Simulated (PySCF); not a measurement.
SMILES F[SiH](F)C[CH2][Ge]([Cl])([Cl])[Cl] at its B3LYP/def2-SVP optimised geometry (Å):

```
14

Si    -1.0725     1.8484     1.2040
F     -0.3872     2.6879     2.4048
F     -0.6402     2.5553    -0.1888
C     -0.4101     0.1023     1.2105
C     -0.8789    -0.7190     0.0000
Ge    -0.1900    -2.5553     0.0000
Cl    -0.8530    -3.6001     1.7808
Cl    -0.8761    -3.6563    -1.7312
Cl     1.9767    -2.5553     0.0000
H     -2.5421     1.9558     1.3341
H      0.6921     0.1626     1.2387
H     -0.7172    -0.3800     2.1553
H     -0.5528    -0.2688    -0.9513
H     -1.9767    -0.8152    -0.0419
```

Calculation: B3LYP/def2-TZVP in PySCF. Cells within 0.4 Å of a nucleus heavier than hydrogen are left out (blank, or x).

Map of the Laplacian of the electron density (e/bohr⁵), clipped to [-1.50, 1.50] on the plane z = 1.0 Å:

```
|22222222222222222222222222222|
|22222222222222222222222222222|
|22222222222222222222222222222|
|22222222222222222222222222222|
|22222222222222222222222222222|
|22222222222222222222222222222|
|22222222222222222222222222222|
|22222222223632222222222222222|
|22222221129x93222222222222222|
|22222221139x94222222222222222|
|22222222229992222222222222222|
|22222222222212222222222222222|
|22222222222201222222222222222|
|2222222222220x011222222222222|
|222222222223xx000222222222222|
|22222222222311222222222222222|
|22222222222323322222222222222|
|22222222222222222222222222222|
|22222222222222222222222222222|
|22222222222222222222222222222|
|22222222222222222222222222222|
|22222222222222222222222222222|
|22222222222222222222222222222|
|22222222222212222222222222222|
|22222222222112222222222222222|
|22222222222222222222222222222|
|22222222222222222222222222222|
|22222222222222222222222222222|
|22222222222222222222222222222|
```
Scale: ten equal steps from -0.442 (start of '0') to 1.50 (end of '9'), in the order '0123456789'; x runs from -5.00 to 5.00, y from -5.00 (bottom) to 5.00 (top).
